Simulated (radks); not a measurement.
Question: Radial electron density D(r) = 4 pi r^2 rho(r) of an atom or ion with 60 electrons. Calculated with a radial shooting solver on a logarithmic mesh with Libxc functionals: scalar-relativistic Kohn-Sham, r2SCAN, spin-unpolarised, spherical densities, finite nucleus; meta-GGA in the generalised Kohn-Sham scheme; Fermi nuclear charge, rms radius of each element as measured or else 0.836 A^(1/3) + 0.57 fm.

| r (bohr) | D(r) (e/bohr) |
|---|---|
| 0.003007 | 20.10 |
| 0.004011 | 29.65 |
| 0.005393 | 42.33 |
| 0.007192 | 56.61 |
| 0.00967 | 70.82 |
| 0.0129 | 80.32 |
| 0.01734 | 81.97 |
| 0.02313 | 76.56 |
| 0.03109 | 72.65 |
| 0.04147 | 81.53 |
| 0.05531 | 100.8 |
| 0.07437 | 108.6 |
| 0.09919 | 92.53 |
| 0.1334 | 81.26 |
| 0.1779 | 93.69 |
| 0.2391 | 84.89 |
| 0.3189 | 47.85 |
| 0.4288 | 39.23 |
| 0.5719 | 44.56 |
| 0.7628 | 28.36 |
| 1.026 | 13.89 |
| 1.368 | 9.907 |
| 1.839 | 5.646 |
| 2.453 | 1.930 |
| 3.298 | 0.4225 |
| 4.399 | 0.07446 |
| 5.914 | 0.007045 |
| 7.887 | 0.0002591 |

What is the nuclear charge?

Answer: Z = 62. The innermost maximum, from 1s, lies near gamma/Z bohr with gamma = sqrt(1 - (Z/c)^2) = 0.892, here 0.0144 bohr (found: 0.0158), and its height grows with Z. The density is that of the samarium ion Sm2+ in [Xe] 4f4.5 5d1.5; the configuration itself is not fixed sharply by these data, and Z only to a few units. D(r) has 4 maxima, at r = 0.0158, 0.0703, 0.196, 0.541 bohr, and minima at 0.0304, 0.129, 0.390 bohr, inside which lie 1.95, 11.16, 29.16 electrons.
